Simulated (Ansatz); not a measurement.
Geometry optimisation, RHF/def2-SVP (Ansatz).

The input (input.yaml):

```yaml
crystal:
  periodic: [false, false, false]
  atoms:
    - { symbol: Ge, position_ang: [0.188678, 0.096117, -0.126048] }
    - { symbol: H, position_ang: [-0.033257, -0.084225, 1.385855] }
    - { symbol: Ge, position_ang: [2.525055, 0.007061, -0.874684] }
    - { symbol: H, position_ang: [3.059298, -1.415522, -0.677685] }
    - { symbol: H, position_ang: [2.586665, 0.399085, -2.35175] }
    - { symbol: H, position_ang: [3.354359, 0.986787, -0.036994] }
    - { symbol: Cl, position_ang: [-0.629002, 1.982056, -0.783322] }
    - { symbol: Cl, position_ang: [-0.863309, -1.528778, -1.12922] }
    - { symbol: O, position_ang: [-2.46467, 0.022059, 1.231105] }
    - { symbol: H, position_ang: [-2.940087, -0.67247, 0.799339] }
    - { symbol: H, position_ang: [-1.82613, -0.421871, 1.806303] }
basis:
  gaussian: { orbitals: def2-SVP }
hamiltonian:
  xc: hf
relax:
  f_tol: 0.03
  max_steps: 50
output:
  orbitals: {}
```

Run as:

```bash
$ ansatz run input.yaml --threads 4 --pin off --max-ram 5120MiB --backend cpu --events-out ev --progress --plain --runs-dir out
```

Where does it end, and by what steps?

It converged. The force dipped under the threshold on the way, but the program's further checks kept it going. After 32 steps the energy has fallen by 0.317 eV; H11 moved furthest, 1.37 Å.

```tsv
step	energy less start (eV)	largest force component (eV/Å)	accepted
0	0.0000	1.217	yes
2	-0.1795	0.466	yes
4	-0.2274	0.295	yes
6	-0.2409	0.540	yes
8	-0.2513	0.295	yes
10	-0.2553	0.155	yes
12	-0.2614	0.292	yes
14	-0.2652	0.171	yes
16	-0.2716	0.330	yes
18	-0.2775	0.175	yes
20	-0.2873	0.356	yes
22	-0.3115	0.020	yes
24	-0.3105	0.453	no
26	-0.3126	0.482	no
28	-0.3155	0.139	yes
30	-0.3170	0.031	yes
32	-0.3171	0.017	yes
```

```xyz
11
Properties=species:S:1:pos:R:3
Ge 0.433 -0.051 0.067
H 0.353 -0.081 1.582
Ge 2.634 0.045 -1.006
H 3.425 -1.208 -0.622
H 2.420 0.102 -2.518
H 3.367 1.299 -0.520
Cl -0.713 1.668 -0.624
Cl -0.589 -1.820 -0.688
O -2.707 -0.196 1.566
H -2.863 0.556 1.013
H -2.801 -0.944 0.994
```

Whether the end is a true minimum wasn't checked by a vibrational analysis.

Run time: 77 s on 4 threads of Arm Neoverse V1, on a shared host, peak memory 0.47 GiB.
